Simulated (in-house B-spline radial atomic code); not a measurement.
## How G0W0 and RPA depend on the start: In XXI (In20+)

Configuration [Ar] 3d10 4s1, highest spin. Computed with a B-spline radial code for spherical atoms: all electrons, non-relativistic, point nucleus, each spin shell either full or empty, empty states to l = 9 with an (l + 1/2)⁻⁴ tail; G0W0 by contour deformation at full frequency.

Without relativity these are model numbers: it shifts the levels of so heavy an element strongly and can reorder them.

```
       start  mean-field 4s up (eV)  G0W0 (eV)  QP weight  RPA correlation (Eh)
Hartree-Fock                -577.47    -579.85      0.991               -2.1297
         PBE                -567.41          ?          ?                     ?
        PBE0                -570.11    -580.23      0.987               -2.2077
     LC-wPBE                -573.51    -580.25      0.988               -2.2182
        SCAN                -567.82          ?          ?                     ?
```

What G0W0 level, weight and RPA correlation energy follow from the SCAN start?

G0W0 level -580.30 eV, weight 0.985, RPA correlation -2.2155 hartree.

What G0W0 level, weight and RPA correlation energy follow from the PBE start?

G0W0 level -580.40 eV, weight 0.985, RPA correlation -2.2365 hartree.

How much of the dependence on the start does G0W0 remove?

The mean-field levels span 10.1 eV and the G0W0 levels 0.554 eV. Against 593.38 ± 0.2 eV (NIST, semi-empirical) the G0W0 removal energies are off by -13.53 to -12.98 eV, with relativity, Breit and QED terms left out.
